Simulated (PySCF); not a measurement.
Checking a proposed structure

A compound C$_{6}$H$_{10}$F$_{2}$O$_{2}$ gives the data below (simulated from a calculation) and was assigned the structure `C=C(OC(C)C)OC(F)F`.

¹³C{¹H} NMR (computed): δ 124.4 (CH), 75.8 (CH), 62.7 (CH), 32.5 (CH), 21.8 (CH3), 19.5 (CH3).

¹H NMR (300 MHz, computed): δ 6.60 (m, 1H), 4.78 (m, 1H), 2.28 (m, 1H), 1.61 (m, 1H), 1.22 (d, 3H), 1.05 (d, 3H).

Relativity neglected, fast rotation and ring inversion assumed for equivalent nuclei, one conformer, no solvent model. Shielding tensors at PBE0/pcSseg-1 (GIAO); coordinates at the GFN2-xTB level; PySCF 2.14.0 with density-fitted response routines.

Referencing at the same level of theory: ¹H (σ = 31.72 ppm) and ¹³C (σ = 186.93 ppm) against TMS.

**Question.** Compare with the shifts computed for the proposed structure, pairing carbons in order of shift.

**Answer.** Atoms are numbered as in `[CH2:1]=[C:2]([O:3][CH:4]([CH3:5])[CH3:6])[O:7][CH:8]([F:9])[F:10]` (H(Xn): hydrogen on atom n).

```
atom  computed for proposal  given list  difference
  C2                  167.5       124.4       +43.1
  C8                  120.4        75.8       +44.6
  C4                   74.8        62.7       +12.1
  C1                   64.5        32.5       +32.0
  C5                   23.1        21.8        +1.3
  C6                   23.1        19.5        +3.6
```

The rms difference is 29.0 ppm and the largest +44.6 ppm at C8 (sp3 CH bonded to 2 F and O). The proposal also would give 5 carbon signals, not 6. The carbon types in order of shift don't match either: C, CH, CH, CH2, CH3, CH3 for the proposal against CH, CH, CH, CH, CH3, CH3 in the data. The proposal doesn't fit.

**Question.** Which isomer fits?

**Answer.** SMILES CC(C)[C@@H]1O[C@@H]1OC(F)F.

Carbon types of the structure: 4 × CH, 2 × CH3, which accounts for all hydrogens. δC 124.4: sp3 CH bonded to 2 F and O; 3 electronegative neighbours deshield it. δC 75.8, 62.7: epoxide ring carbon. δC 21.8, 19.5: methyl carbon; saturated and bonded to C and H only. δH 1.22, 1.05: hydrogen on a methyl carbon; far from electronegative atoms and π systems.

The shifts were computed for this structure.

Splittings by ¹⁹F in the carbon and heteronuclear signals aren't shown, as no couplings were computed. Shifts are as computed. Against solution values, carbons near 30 ppm lie about +3 ppm off and those near 130 ppm about +5 ppm. Of 1211 compounds with measured shifts, 218 miss one by over three times the rms of a fit or turn the order of signals round; such compounds aren't used in these exercises. No couplings were computed; multiplicities are counted from neighbouring protons, with m where these are inequivalent, close in shift, in a saturated or five-membered ring or joined by F or P, and br s for small geminal =CH2 splittings.
